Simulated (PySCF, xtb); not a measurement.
GeHI, SMILES [GeH][I] (connectivity only; charge and spin as stated), neutral, multiplicity 1.

GFN2-xTB (xtb) at its own geometry gives an orbital gap of 2.98 eV and a dipole moment of 6.31 D.

The structure is a stationary point at PBE-D3(BJ)/def2-TZVP. The def2 effective core potentials stand for the cores of I; spin–orbit coupling is left out.

Question: What does PySCF with ωB97X/def2-TZVPD give? (Estimate from the structure and the level; the computed values follow.)

Answer: gap 7.73 eV (levels -9.04 and -1.31 eV), dipole 1.73 D.
